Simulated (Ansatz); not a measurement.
`[CH3][Ga]([CH3])[CH]=O` and `[CH3][Ga]([CH3])[F]` differ in one atom or group.

Ansatz, PBE0-D4/def2-TZVP geometries, multiplicity 1. Each molecule was computed in one conformer, which needn't be the lowest.

Scalar relativity is left out up to krypton.

```csv
property,`[CH3][Ga]([CH3])[CH]=O`
LUMO energy (PBE/def2-TZVPP) / eV,-2.17
HOMO–LUMO gap (B3LYP/def2-TZVPP) / eV,4.72
HOMO–LUMO gap (PBE0/def2-TZVPP) / eV,5.20
size of the dipole moment (PBE/def2-TZVPP) / D,2.45
HOMO energy (B3LYP/def2-TZVPP) / eV,-6.00
HOMO energy (ωB97M-V/def2-TZVPP) / eV,-8.44
```

Give the same properties after the change, and the shifts. (Best estimate.)

The calculation gave: 
```
                                      property  `[CH3][Ga]([CH3])[F]`  shift
             LUMO energy (PBE/def2-TZVPP) / eV                  -1.39   0.78
         HOMO–LUMO gap (B3LYP/def2-TZVPP) / eV                   6.89   2.17
          HOMO–LUMO gap (PBE0/def2-TZVPP) / eV                   7.44   2.24
size of the dipole moment (PBE/def2-TZVPP) / D                   2.70   0.25
           HOMO energy (B3LYP/def2-TZVPP) / eV                  -7.78  -1.78
         HOMO energy (ωB97M-V/def2-TZVPP) / eV                 -10.21  -1.77
```

With PBE0 the HOMO falls by 1.83 eV and the LUMO rises by 0.42 eV, so the gap widens by about 2.25 eV. PBE moves the HOMO by -1.85 eV and ωB97M-V by -1.77 eV. Dipoles are sizes alone; their direction can turn.

B3LYP here is the variant with VWN-RPA as its local correlation; programs differ in this.
